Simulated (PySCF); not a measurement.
## Correlation energy of Os²⁺ (osmium, charge +2)

[Xe] 4f14 5d6, high-spin 5D determinant. Computed with PySCF 2.14 in def2-TZVPPD with the def2 core potential (60 electrons) (6s5p3d2f1g, 59 functions), with scalar relativity through the core potential. Frozen: 5s2 5p6; 6 electrons correlated.

```json
{"level": "CCSD", "correlation energy (mhartree)": "-102.31"}
{"level": "(T)", "correlation energy (mhartree)": "-2.68"}
{"level": "CCSD(T)", "correlation energy (mhartree)": "-104.99"}
```

Diagnostics: T1 = 0.0027, D1 = 0.0048, largest double amplitude 0.054.

Spin-orbit coupling, absent here, splits the open shell strongly.

Cost of the coupled-cluster step: roughly 9 core-seconds, for 6 correlated electrons.

Iterations:

```
CC2 = 0
CCSD nocc = (np.int64(5), np.int64(1)), nmo = (55, 55)
frozen orbitals [[0, 1, 2, 3], [0, 1, 2, 3]]
max_cycle = 100
direct = 0
conv_tol = 1e-08
conv_tol_normt = 1e-06
diis_space = 8
diis_start_cycle = 0
Init t2, MP2 energy = -0.0947650373841825
Init E_corr(UCCSD) = -0.0947650373844347
cycle = 1  E_corr(UCCSD) = -0.100219829835308  dE = -0.00545479245  norm(t1,t2) = 0.0232028
cycle = 2  E_corr(UCCSD) = -0.101036467069434  dE = -0.000816637234  norm(t1,t2) = 0.0143092
cycle = 3  E_corr(UCCSD) = -0.102145588240952  dE = -0.00110912117  norm(t1,t2) = 0.0106937
cycle = 4  E_corr(UCCSD) = -0.102244104502071  dE = -9.85162611e-05  norm(t1,t2) = 0.00386892
cycle = 5  E_corr(UCCSD) = -0.102313882543966  dE = -6.97780419e-05  norm(t1,t2) = 0.00136261
cycle = 6  E_corr(UCCSD) = -0.102309686237261  dE = 4.19630671e-06  norm(t1,t2) = 0.00046522
cycle = 7  E_corr(UCCSD) = -0.10231307839227  dE = -3.39215501e-06  norm(t1,t2) = 0.000218103
cycle = 8  E_corr(UCCSD) = -0.102314839278031  dE = -1.76088576e-06  norm(t1,t2) = 0.000124555
cycle = 9  E_corr(UCCSD) = -0.102314167744624  dE = 6.71533407e-07  norm(t1,t2) = 5.8771e-05
cycle = 10  E_corr(UCCSD) = -0.102314299500304  dE = -1.3175568e-07  norm(t1,t2) = 2.34409e-05
cycle = 11  E_corr(UCCSD) = -0.10231450740481  dE = -2.07904506e-07  norm(t1,t2) = 9.55357e-06
cycle = 12  E_corr(UCCSD) = -0.102314444202584  dE = 6.32022265e-08  norm(t1,t2) = 3.21354e-06
cycle = 13  E_corr(UCCSD) = -0.102314410216092  dE = 3.39864915e-08  norm(t1,t2) = 1.0768e-06
cycle = 14  E_corr(UCCSD) = -0.102314409085148  dE = 1.13094442e-09  norm(t1,t2) = 4.18856e-07
UCCSD converged
E(UCCSD) = -89.11370939037198  E_corr = -0.1023144090851476
UCCSD(T) correction = -0.00268375587071787
```
